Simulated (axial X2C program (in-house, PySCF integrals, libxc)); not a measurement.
# Spin–orbit effects down a group: molecules with Br (ions), CCSD

All values come from calculations with an in-house all-electron X2C program for linear molecules (integrals from PySCF), spin-free (one-electron X2C) or two-component (2c: spin–orbit coupling with atomic mean-field Coulomb and Gaunt terms, which also bring small scalar terms), in Dyall basis sets with cores contracted in-house; open shells are unrestricted.

Basis sets: Be dyall-cv3z, Br dyall-cv3z, Ca dyall-cv3z, Mg dyall-cv3z, Sr dyall-cv3z. Frozen shells (counts by l): BeBr⁺ Br 3s2p1d, Be 1s, 8 electrons correlated; MgBr⁺ Br 3s2p1d, Mg 2s1p, 8 electrons correlated; CaBr⁺ Br 3s2p1d, Ca 3s2p, 8 electrons correlated; SrBr⁺ Sr 4s3p1d, Br 3s2p1d, 8 electrons correlated. Coupled cluster in natural virtuals with an MP2 remainder. Where the outer core of a metal is frozen, bonds come out longer and ionisation energies lower.

```json
{"molecule": "BeBr⁺", "spin-free state": "M_S = 0, Λ = 0", "Re (Å)": "1.868", "ωe (cm⁻¹)": "869.3", "De (eV)": "3.87", "2c state": "Ω = 0", "Re 2c (Å)": "1.869", "ωe 2c (cm⁻¹)": "867.4", "De 2c (eV)": "3.73"}
{"molecule": "MgBr⁺", "spin-free state": "M_S = 0, Λ = 0", "Re (Å)": "2.257", "ωe (cm⁻¹)": "453.7", "De (eV)": "2.68", "2c state": "Ω = 0", "Re 2c (Å)": "2.258", "ωe 2c (cm⁻¹)": "452.4", "De 2c (eV)": "2.54"}
{"molecule": "CaBr⁺", "spin-free state": "M_S = 0, Λ = 0", "Re (Å)": "2.532", "ωe (cm⁻¹)": "337.5", "De (eV)": "3.54", "2c state": "Ω = 0", "Re 2c (Å)": "2.533", "ωe 2c (cm⁻¹)": "337.2", "De 2c (eV)": "3.40"}
{"molecule": "SrBr⁺", "spin-free state": "M_S = 0, Λ = 0", "Re (Å)": "2.675", "ωe (cm⁻¹)": "254.8", "De (eV)": "3.66", "2c state": "Ω = 0", "Re 2c (Å)": "2.676", "ωe 2c (cm⁻¹)": "254.6", "De 2c (eV)": "3.52"}
```

Fragments in 2c: Br + Be+, Br + Mg+, Br + Ca+, Sr+ + Br. Each entry is the lowest single determinant of a limited PBE0 search at one distance. De goes to single-determinant-based atoms at the same level (for ions the charge split of lowest energy) and is withheld (n/a) where an atom does not fit its ground term or J level. Main or longest-lived isotopes.
